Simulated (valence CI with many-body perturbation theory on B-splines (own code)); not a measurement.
The numbers below are computed, except where a source is named.
# Energy levels of Cr19+

Level of theory: relativistic CI+MBPT: three valence electrons over a frozen Dirac-Fock core [He], radial functions for each j: 11 s, 11 p, 10 d, 8 f, 5 g, 2 h, with the one-electron correlation potential Σ1 (screened to all orders), the two-electron term Σ2, the three-electron term Σ3, Breit, model QED; selected single and double excitations, second order for the rest, scaled by the run's own slope (own B-spline code, finite nucleus).

No measured levels were compared; by estimate levels of excited configurations hold to 0.05 to 0.15 % of their energy, terms of the ground configuration to about 0.5 %.

Levels 46 to 90 of 204, with energies above the lowest level, 2s²2p ²P°_1/2. "Leading %" is the weight of the configuration and term that name the level; weights of strongly mixed levels are sums over their largest components and can fall short, so below about 35 % the name and the second component can differ from the true leading terms, or belong to a minority configuration. In the jj column 3d3/2^4 stands for four electrons in 3d with j = 3/2.

```tsv
No.	Configuration	Term	J	E (eV)	Leading %	Second component	g	Leading jj
46	2s2p3d	⁴D°	1/2	922.03	72	18 % 2s2p3s ²P°	0.286	2s 2p1/2 3d3/2 (57 %)
47	2s2p3d	⁴F°	9/2	924.59	100		1.332	2s 2p3/2 3d5/2 (100 %)
48	2s2p3d	²D°	3/2	924.92	73	8 % 2s2p3d ²P°	0.867	2s 2p3/2 3d5/2 (27 %)
49	2s2p3d	²D°	5/2	926.38	52	20 % 2s2p3d ⁴D°	1.184	2s 2p3/2 3d3/2 (37 %)
50	2s2p3d	⁴D°	7/2	928.02	83	15 % 2s2p3d ⁴F°	1.395	2s 2p3/2 3d5/2 (62 %)
51	2s2p3d	⁴P°	5/2	929.42	45	43 % 2s2p3d ⁴D°	1.428	2s 2p3/2 3d3/2 (46 %)
52	2s2p3d	⁴P°	3/2	929.97	72	25 % 2s2p3d ⁴D°	1.583	2s 2p3/2 3d3/2 (80 %)
53	2s2p3d	⁴P°	1/2	930.35	92	7 % 2s2p3d ⁴D°	2.483	2s 2p3/2 3d3/2 (95 %)
54	2s2p3d	²F°	5/2	933.85	74	18 % 2s2p3d ²D°	0.959	2s 2p3/2 3d5/2 (50 %)
55	2s2p3d	²P°	3/2	937.94	85	9 % 2s2p3d ²D°	1.290	2s 2p3/2 3d5/2 (63 %)
56	2s2p3d	²F°	7/2	939.25	98		1.145	2s 2p3/2 3d3/2 (53 %)
57	2s2p3d	²P°	1/2	941.22	95		0.663	2s 2p3/2 3d5/2 (89 %)
58	2s2p3p	²P	1/2	941.57	83	9 % 2p²3s ²P	0.745	2s 2p3/2 3p1/2 (59 %)
59	2s2p3p	²D	3/2	942.01	68	25 % 2s2p3p ²P	0.953	2s 2p3/2 3p1/2 (75 %)
60	2s2p3p	²D	5/2	943.62	93		1.203	2s 2p3/2 3p3/2 (69 %)
61	2s2p3p	²P	3/2	944.55	62	27 % 2s2p3p ²D	1.183	2s 2p3/2 3p3/2 (74 %)
62	2s2p3p	²S	1/2	947.94	71	16 % 2p²3s ⁴P	2.061	2s 2p3/2 3p3/2 (53 %)
63	2p²3s	⁴P	1/2	951.29	75	17 % 2s2p3p ²S	2.446	2p1/2^2 3s (45 %)
64	2p²3s	⁴P	3/2	955.49	96		1.716	2p1/2 2p3/2 3s (94 %)
65	2p²3s	⁴P	5/2	959.79	86	11 % 2p²3s ²D	1.545	2p1/2 2p3/2 3s (66 %)
66	2s2p3d	²F°	7/2	960.77	93	5 % 2p²3p ²F°	1.145	2s 2p3/2 3d5/2 (70 %)
67	2s2p3d	²F°	5/2	961.01	91	5 % 2p²3p ²F°	0.865	2s 2p3/2 3d3/2 (76 %)
68	2s2p3d	²D°	3/2	962.45	96		0.807	2s 2p3/2 3d3/2 (68 %)
69	2p²3s	²P	1/2	962.99	80	13 % 2s2p3p ²P	0.773	2p1/2 2p3/2 3s (73 %)
70	2s2p3d	²D°	5/2	963.59	95		1.191	2s 2p3/2 3d5/2 (76 %)
71	2s2p3d	²P°	1/2	965.09	50	22 % 2p²3p ⁴D°	0.736	2s 2p3/2 3d3/2 (45 %)
72	2s2p3d	²P°	3/2	966.56	92		1.333	2s 2p3/2 3d5/2 (66 %)
73	2p²3s	²P	3/2	966.63	53	35 % 2p²3s ²D	1.132	2p1/2 2p3/2 3s (84 %)
74	2s2p3d	²P°	1/2	966.81	45	32 % 2p²3p ⁴D°	0.708	2p1/2^2 3p1/2 (36 %)
75	2p²3p	⁴D°	3/2	970.11	77	13 % 2p²3p ⁴P°	1.272	2p1/2^2 3p3/2 (46 %)
76	2p²3p	²S°	1/2	970.44	47	37 % 2p²3p ⁴D°	1.337	2p1/2 2p3/2 3p1/2 (83 %)
77	2p²3p	⁴P°	3/2	974.30	40	36 % 2p²3p ²D°	1.294	2p1/2 2p3/2 3p1/2 (64 %)
78	2p²3p	⁴D°	5/2	974.53	89	8 % 2p²3p ⁴P°	1.377	2p1/2 2p3/2 3p3/2 (77 %)
79	2p²3s	²D	5/2	974.57	82	13 % 2p²3s ⁴P	1.249	2p3/2^2 3s (66 %)
80	2p²3p	⁴P°	1/2	976.21	72	18 % 2p²3p ²S°	2.357	2p1/2 2p3/2 3p3/2 (75 %)
81	2p²3s	²D	3/2	976.25	59	32 % 2p²3s ²P	1.009	2p3/2^2 3s (84 %)
82	2p²3p	⁴P°	5/2	977.01	49	41 % 2p²3p ²D°	1.380	2p1/2 2p3/2 3p1/2 (55 %)
83	2p²3p	²D°	3/2	978.32	59	32 % 2p²3p ⁴P°	1.165	2p1/2 2p3/2 3p3/2 (92 %)
84	2p²3p	⁴D°	7/2	978.76	86	12 % 2p²3p ²F°	1.389	2p1/2 2p3/2 3p3/2 (67 %)
85	2p²3p	²P°	3/2	984.17	49	48 % 2p²3p ⁴S°	1.642	2p1/2 2p3/2 3p3/2 (74 %)
86	2p²3d	⁴F	3/2	984.59	77	10 % 2p²3d ⁴D	0.563	2p1/2^2 3d3/2 (71 %)
87	2p²3p	²D°	5/2	984.65	37	36 % 2p²3p ⁴P°	1.275	2p3/2^2 3p3/2 (43 %)
88	2p²3p	²P°	3/2	985.28	45	36 % 2p²3p ⁴S°	1.562	2p1/2 2p3/2 3p1/2 (43 %)
89	2p²3d	⁴F	5/2	986.74	69	20 % 2p²3d ⁴D	1.112	2p1/2^2 3d5/2 (54 %)
90	2p²3p	²P°	1/2	987.68	80	12 % 2p²3p ²S°	0.821	2p3/2^2 3p3/2 (61 %)
```

Names give the largest LS component (configuration and term), which can be under half, so a name can repeat, a term be missing and a line seem to break the LS rules; names also repeat where a configuration has a term twice.
